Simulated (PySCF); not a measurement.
These 2 structures share the formula C2H11GeNSi. Computed with PBE0-D3(BJ)/def2-SVP geometry optimisation, gas phase in PySCF. Energies are electronic, without zero-point or thermal terms, for one conformer each. No frequencies were run at this level. Point groups hold within 0.08 Å.

Question: Order them by energy at this level, lowest first, and give relative energies in kcal/mol.
A. `[CH3:1][SiH:2]([CH3:3])[NH:4][GeH3:5]` with C1–Si2–N4–Ge5 -146°
B. `[CH3:1][GeH2:2][CH2:3][SiH2:4][NH2:5]` with C1–Ge2–C3–Si4 62°, Ge2–C3–Si4–N5 53°, C3–Si4–N5–H 72° and -68°

Answer: A (0.0), B (8.6).

```
                 SMILES       E (Eh)  E rel (kcal/mol)  dipole (D)  point group      A, B, C (MHz)
    C[SiH](C)[NH][GeH3]  -2503.13350               0.0        0.68           C1  4989, 1086, 957.9
[CH3][GeH2][CH2][SiH2]N  -2503.11984               8.6        0.89           C1   4159, 1200, 1168
```

How do the relative energies change in single points at PBE0/def2-SVPD (no added dispersion term) on the same geometries?

| SMILES | PBE0-D3(BJ)/def2-SVP (kcal/mol) | PBE0/def2-SVPD (kcal/mol) | shift |
| --- | --- | --- | --- |
| C[SiH](C)[NH][GeH3] | 0.0 | 0.0 | 0.0 |
| [CH3][GeH2][CH2][SiH2]N | 8.6 | 7.2 | -1.4 |

Each column counts from its own lowest isomer. The order is unchanged; the largest shift is 1.4 kcal/mol.

As an exercise, what shares would exp(−E/RT) give at 1000 K from these electronic energies alone (no entropy, no degeneracies)?

RT = 1.987 kcal/mol: C[SiH](C)[NH][GeH3] 98.7 %, [CH3][GeH2][CH2][SiH2]N 1.3 %.
